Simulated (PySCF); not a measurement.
cyclobutene (C4H6), SMILES C1=CCC1. Geometry optimised at PBE-D3(BJ)/def2-SVP.

Computed equilibrium geometry at PBE-D3(BJ)/def2-SVP (PySCF confirms it by a frequency run) as a Z-matrix, and its point group:
point group C2v.
```
C
H 1 1.1114
H 1 1.1114 2 108.11
C 1 1.5174 2 115.94 3 132.15
C 4 1.3537 1 94.08 2 115.80
H 5 1.1019 4 133.63 1 180.00
H 4 1.1019 5 133.63 6 0.00
C 5 1.5174 6 132.29 4 180.00
H 8 1.1114 5 115.94 6 -64.20
H 8 1.1114 9 108.11 5 -132.15
```
Charge 0, spin multiplicity 1.
